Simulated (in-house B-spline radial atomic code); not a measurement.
Rh II (Rh+) is squeezed into an impenetrable sphere of radius R (the orbitals vanish at R). Level of theory: non-relativistic PBE, spin-polarised, spherical fractional occupations, point nucleus; calculated with a B-spline radial code for spherical atoms.

Energies in eV above the free ion in [Kr] 4d8:

```
R (bohr)  highest level (eV)   [Kr] 4d8  [Ar] 3d9 4s2 4p6 4d8 4f1  [Ar] 3d10 4s2 4p5 4d9  -dE/dV in [Kr] 4d8 (GPa)
    9.47               -13.1  0.0001482                     326.7                  42.91                  0.000264
    5.54               -12.8     0.1829                     333.1                  43.07                     0.907
    4.94               -12.4     0.5284                     335.7                   43.4                       3.3
     4.4               -11.7      1.379                     339.2                  44.23                        11
     3.8                 -10       4.09                     345.5                  46.96                      44.9
    2.89               -2.33      23.99                     372.6                  67.65                       517
    2.65                2.29       40.2                     391.1                  84.58                      1090
    2.08                26.4      158.4                     514.9                  206.9                      8230
    1.73                64.1      416.3                     777.5                  470.8                     34900
    1.29                 196       1656                      2038                   1722                    291000
```

Question: Does [Ar] 3d9 4s2 4p6 4d8 4f1 fall below [Kr] 4d8 under compression?

Answer: No, it stays above over the whole range.

Question: Does [Ar] 3d10 4s2 4p5 4d9 fall below [Kr] 4d8 under compression?

Answer: No, it stays above over the whole range.

The highest level is first positive in the row R = 2.65 bohr, pushed up by confinement above the zero of the free ion's potential. Each configuration is held fixed and needn't be the lowest in the sphere.
